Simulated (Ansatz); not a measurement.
## Dissociation curves of CH3Se− (SMILES C[Se-])

CH3Se− has 5 atoms, charge -1, and is taken as a singlet. As SMILES, `C[Se-]`. The shape comes from GFN2-xTB, which is rough for such elements, and wasn't checked as a minimum.

```xyz
5

C    -0.1190   -0.1073    0.0772
Se    1.1862    1.0621   -0.7646
H     0.1869   -1.1412   -0.0684
H    -0.1646    0.1234    1.1395
H    -1.0895    0.0630   -0.3837
```

The C1–H5 distance is scanned; the parts on either side stay rigid. Basis STO-3G, 10 core orbitals frozen in the correlated methods; program Ansatz 0.2.0. FCI is exact within this basis and core. Energies in eV from each method's value at 1.088 Å; methods without a U are spin-restricted. The set has no diffuse functions, which an anion needs. The shape above is that at 1.088 Å.

```json
{"distance (Å)": "1.088", "revPBE": "0.00", "wB97X": "0.00", "wB97M-V": "0.00", "CCSDTQ": "0.00", "FCI": "0.00"}
{"distance (Å)": "1.360", "revPBE": "0.66", "wB97X": "0.87", "wB97M-V": "0.85", "CCSDTQ": "0.71", "FCI": "0.71"}
{"distance (Å)": "1.632", "revPBE": "1.86", "wB97X": "2.46", "wB97M-V": "2.37", "CCSDTQ": "2.10", "FCI": "2.10"}
{"distance (Å)": "2.176", "revPBE": "3.65", "wB97X": "5.07", "wB97M-V": "4.88", "CCSDTQ": "4.05", "FCI": "4.05"}
{"distance (Å)": "2.720", "revPBE": "4.61", "wB97X": "6.62", "wB97M-V": "6.39", "CCSDTQ": "4.73", "FCI": "4.73"}
```

Departure from the FCI curve at its largest: revPBE -0.40 eV at 2.18 Å; wB97X +1.89 eV at 2.72 Å; wB97M-V +1.66 eV at 2.72 Å; CCSDTQ within 0.005 eV. Restricted functionals keep the electrons paired too, and rise too high.
